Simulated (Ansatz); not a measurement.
Calculated with Ansatz (gas phase, PBE0-D4/def2-TZVP geometries, no zero-point term in ΔE). CBS: MP2 limit from def2 TZ/QZ plus the TZ coupled-cluster correction, frozen cores. This one scheme is used for every species. One conformer a species, not always the lowest.

`[OH][AlH][CH2]F` + CH₄ → `C[CH2][AlH][OH]` + H–F  (formal exchange of groups at a C–F bond)

```csv
species,MP2/CBS(def2) energy (Eh)
`[OH][AlH][CH2]F`,-457.42645
CH₄,-40.43551
`C[CH2][AlH][OH]`,-397.50063
H–F,-100.38702
```

**Question.** Work out ΔE.

**Answer.** ΔE = (-397.50063) + (-100.38702) − (-457.42645) − (-40.43551) = -0.02569 Eh = -16.1 kcal/mol. CCSD(T)/CBS gives -13.7 kcal/mol.

Largest T1 diagnostic among the species: 0.012.

Leaving LDA and LC-ωPBE aside and taking each functional with its dispersion term where it has one, the values, not all of them listed here, spread over 5.5 kcal/mol, from PBE-QIDH to BLYP-D4. LDA lies −2.5 kcal/mol from PBE without D4. The D4 term adds −1.6 kcal/mol with B3LYP and −0.9 kcal/mol with PBE0; it sums over pairs of atoms, weighted by their polarisabilities, and B3LYP, whose exchange is more repulsive, gets the larger term. From PBE to PBE0 (25 % exact exchange), in def2-TZVPP and without D4, ΔE moves by −1.5 kcal/mol.

B3LYP here is the variant with VWN-RPA as its local correlation; programs differ in this.
